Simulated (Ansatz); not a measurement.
A single point on `O[Si](F)(F)O[SiH3]`.

```yaml
crystal:
  periodic: [false, false, false]
  atoms:
    - {symbol: O, position_ang: [-1.909519, 0.651595, 1.316894]}
    - {symbol: Si, position_ang: [-0.326536, 0.579653, 1.025195]}
    - {symbol: F, position_ang: [0.304594, 2.027263, 0.956688]}
    - {symbol: F, position_ang: [0.435757, -0.150553, 2.201987]}
    - {symbol: O, position_ang: [-0.107487, -0.192003, -0.347882]}
    - {symbol: Si, position_ang: [0.784293, -0.865815, -1.548511]}
    - {symbol: H, position_ang: [-2.217290, 1.093271, 2.109017]}
    - {symbol: H, position_ang: [-0.151239, -1.364233, -2.582990]}
    - {symbol: H, position_ang: [1.687666, 0.157924, -2.128174]}
    - {symbol: H, position_ang: [1.582963, -1.988302, -0.999124]}
basis:
  gaussian: {orbitals: def2-TZVPP}
hamiltonian: {xc: pbe}
correlation: {method: rpa}
```

```sh
$ ansatz run in.yaml --threads 4 --pin off --events-out ev --progress --plain --max-ram 10444MiB
```

Output, abridged:

```
Functional definition: PBE
1610 factors; integrals over basis functions are off by at most 1.1e-3 eV
mean field evaluation 1: about -25329.5441 eV, gradient 9.5e1 eV
mean field evaluation 2: about -25329.5360 eV, gradient 9.5e1 eV
mean field evaluation 4: about -25341.9093 eV, gradient 2.4e1 eV
mean field evaluation 8: about -25342.9623 eV, gradient 6.5e-1 eV
mean field evaluation 16: about -25342.9621 eV, gradient 1.6e-4 eV
mean field -25342.96205277 eV, -931.3366773627 hartree, gradient 4.9e-7 eV, S^2 0.000000; 0 other end points of the search recorded, 0 dependent functions left out
14 core orbitals not correlated: weight in the atoms' cores, before any rotation towards them, 1.000 or more for the frozen orbitals, at most 0.000 for the correlated occupied ones
reference -25285.41989971 eV, -929.2220422411 hartree; 19, 19 occupied and 231, 231 virtual orbitals, 1610 factors
Total energy: -25336.21366241 eV, -931.0886785910 hartree
```

It took 4.1 s on 4 threads of an INTEL XEON PLATINUM 8581C on a shared host, with 0.64 GiB of host memory at the peak.
